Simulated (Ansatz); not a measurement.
Reaction (substitution at a C–C bond): `CC[O][InH][Cl]` + `N[SiH2]C=O` → `CN[SiH2]C=O` + `C[O][InH][Cl]`

Calculated with Ansatz (gas phase, PBE0-D4/def2-TZVP geometries, no zero-point term in ΔE). CBS: MP2 limit from def2 TZ/QZ plus the TZ coupled-cluster correction, frozen cores. DFT in def2-TZVPP. Elements past krypton have def2 core potentials. For In outer-core shells are correlated without core-valence functions, which leaves a few kJ/mol of doubt a bond. One conformer a species, not always the lowest.

`CC[O][InH][Cl]`:

Cartesian coordinates in Å:
```
C -1.232 0.207 0.804
C -0.788 -0.258 -0.566
O 0.359 -1.076 -0.502
In 2.175 -0.347 -0.325
Cl 2.139 1.980 -0.505
H -1.392 -0.648 1.465
H -2.165 0.773 0.738
H -0.478 0.861 1.254
H -1.580 -0.860 -1.028
H -0.627 0.614 -1.214
H 3.591 -1.245 -0.119
```

`N[SiH2]C=O`:

Cartesian coordinates in Å:
```
N -0.793 -0.480 1.134
Si 0.593 -0.391 0.156
C 0.125 0.942 -1.148
O -0.984 1.418 -1.170
H -0.981 -1.188 1.820
H -1.618 0.005 0.817
H 0.959 -1.637 -0.582
H 1.822 0.050 0.874
H 0.876 1.281 -1.901
```

`CN[SiH2]C=O`:

```xyz
12

C     0.845    1.509   -0.383
N     0.196    0.372   -1.008
Si   -0.024   -1.123   -0.223
C    -1.202   -1.055    1.302
O    -1.761   -0.039    1.640
H     1.335    2.136   -1.133
H     1.625    1.155    0.296
H     0.157    2.131    0.199
H    -0.465    0.628   -1.723
H    -0.611   -2.100   -1.178
H     1.273   -1.625    0.311
H    -1.368   -1.989    1.900
```

`C[O][InH][Cl]`:

Z-matrix (Å, degrees):
```
C
O 1 1.406
H 1 1.097 2 113.5
H 1 1.096 2 109.7 3 120.8
H 1 1.096 2 109.7 3 -120.8
In 2 1.962 1 124.2 3 -0.0
Cl 6 2.332 2 110.2 1 0.0
H 6 1.688 2 125.6 1 -180.0
```

| level | ΔE (kcal/mol) |
| --- | --- |
| ωB97M-V | 13.2 |
| CCSD/def2-TZVPP | 13.0 |

What does CCSD(T)/CBS give? (Estimate.)

Ansatz gave: +13.6 kcal/mol. The listed levels differ from it by -0.4, -0.6 kcal/mol.

Largest T1 diagnostic among the species: 0.016.

In def2-TZVPP, CCSD(T) changes the Hartree–Fock value by +1.7 kcal/mol (the triples alone add +0.2 kcal/mol) and MP2 by +2.3 kcal/mol.
